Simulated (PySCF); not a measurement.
**Bi(CN)3: from a saddle point downhill**

PySCF 2.14.0, RKS PBE0, Bi def2-SVP with ECP60, C def2-SVP, N def2-SVP; non-relativistic Hamiltonian with scalar-relativistic core potentials where named; density fitting; no spin-orbit coupling. Relaxed within the symmetry of its start, the geometry (D3h) is

```xyz
7

Bi    0.0000    0.0000    0.0000
C     2.4158    0.0000    0.0000
N     3.5842    0.0000    0.0000
C    -1.2079    2.0921    0.0000
N    -1.7921    3.1040    0.0000
C    -1.2079   -2.0921    0.0000
N    -1.7921   -3.1040    0.0000
```

and its lowest harmonic modes are -649, -104, -104, 27, 48, 48 cm⁻¹ (negative: unstable). It was moved along the lowest mode and relaxed again, within the group C3v that the move left.

(1) Where does it end, and how much lower?

(2) How do the contacts change?

(3) Is the end a minimum?

State: singlet.

## Answers

(1) In C3v, 3.078 eV lower, after 18 steps:
```xyz
7

Bi    0.0000    0.0000    1.1906
C     1.8538    0.0000   -0.0350
N     2.8889    0.0000   -0.5598
C    -0.9269    1.6054   -0.0350
N    -1.4444    2.5018   -0.5598
C    -0.9269   -1.6054   -0.0350
N    -1.4444   -2.5018   -0.5598
```

(2) 
```json
{"contact": "Bi1–C2 (CN)", "saddle (Å)": "2.416", "end (Å)": "2.222"}
{"contact": "Bi1–C4 (CN)", "saddle (Å)": "2.416", "end (Å)": "2.222"}
{"contact": "Bi1–C6 (CN)", "saddle (Å)": "2.416", "end (Å)": "2.222"}
```


(3) Yes; lowest modes 72, 72, 78, 220, 220, 224 cm⁻¹.
